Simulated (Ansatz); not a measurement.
GeS₂ (the lowest singlet isomer of a short search), 3 atoms. Hardware: 4 threads of Arm Neoverse V2 on a shared host.

The 6-31G sets use Cartesian d functions. Correlated methods freeze 19 core orbitals; core or outer-core shells of Ge are correlated, in sets that lack core-valence functions.

Task: How many basis functions does each of these Ansatz runs have, and roughly what does it cost? CCSD(T)/def2-TZVPD, charge -1 doublet at the geometry of the charge 0 singlet, energy, from earlier orbitals; PBE-D4/def2-TZVP, charge 0 unrestricted singlet, energy, from earlier orbitals; HF/6-31G, charge 0 singlet, energy; BHLYP-D4/def2-TZVP, charge 0 singlet, energy, from earlier orbitals; B2PLYP/def2-TZVP, charge 0 quintet, energy, from earlier orbitals; CCSD(T)/def2-TZVPP, charge 1 doublet at the geometry of the charge 0 singlet, energy, from earlier orbitals; PBE0-D4/def2-TZVP, charge 0 quintet, energy, from earlier orbitals; MP2/def2-TZVP, charge 0 triplet, energy, from earlier orbitals; CCSD(T)/def2-TZVPP, charge 0 triplet, energy, from earlier orbitals; r2SCAN-D4/def2-TZVP, charge 1 doublet at the geometry of the charge 0 singlet, energy, from earlier orbitals; RPA@PBE/def2-TZVP, charge 0 quintet, energy, from earlier orbitals; r2SCAN-D4/def2-TZVPD, charge 0 singlet, energy, from earlier orbitals.

Result: Other jobs shared the machine, so times can vary by a factor of up to 3. A dash marks memory too small to be measured apart from the calling script's.

```tsv
run	functions	fitting or Cholesky vectors	wall time	peak host memory (GiB)
HF/6-31G, charge 0 singlet, energy	55	536	0.25 s	–
BHLYP-D4/def2-TZVP, charge 0 singlet, energy, from earlier orbitals	122	1048	1.1 s	–
PBE-D4/def2-TZVP, charge 0 unrestricted singlet, energy, from earlier orbitals	122	880	1.1 s	–
MP2/def2-TZVP, charge 0 triplet, energy, from earlier orbitals	122	767	1.4 s	–
r2SCAN-D4/def2-TZVPD, charge 0 singlet, energy, from earlier orbitals	146	959	2.6 s	–
B2PLYP/def2-TZVP, charge 0 quintet, energy, from earlier orbitals	122	763	2.9 s	–
RPA@PBE/def2-TZVP, charge 0 quintet, energy, from earlier orbitals	122	763	3.6 s	–
r2SCAN-D4/def2-TZVP, charge 1 doublet at the geometry of the charge 0 singlet, energy, from earlier orbitals	122	880	8 s	–
CCSD(T)/def2-TZVPP, charge 1 doublet at the geometry of the charge 0 singlet, energy, from earlier orbitals	132	805	8.5 s	0.85
CCSD(T)/def2-TZVPP, charge 0 triplet, energy, from earlier orbitals	132	811	8.5 s	0.85
PBE0-D4/def2-TZVP, charge 0 quintet, energy, from earlier orbitals	122	763	12 s	–
CCSD(T)/def2-TZVPD, charge -1 doublet at the geometry of the charge 0 singlet, energy, from earlier orbitals	146	904	14 s	1.1
```
